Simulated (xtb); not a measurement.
Harmonic IR lines of one isomer of C$_{9}$H$_{5}$F$_{3}$, unscaled. Level of theory: GFN2-xTB (xtb 6.7.1).

wavenumber (cm⁻¹): 486 (w), 604 (w), 673 (w), 784 (w), 1015 (m), 1033 (vs), 1053 (s), 1135 (m), 1221 (m), 1263 (m), 1461 (vw), 3098 (w), 3109 (w), 3398 (vw)

### Question
Which structure gives these lines?
(A) `C#Cc1cccc(C(F)(F)F)c1`
(B) `C#Cc1ccccc1C(F)(F)F`
(C) `C#Cc1ccc(C(F)(F)F)cc1`

### Answer
B, `C#Cc1ccccc1C(F)(F)F`
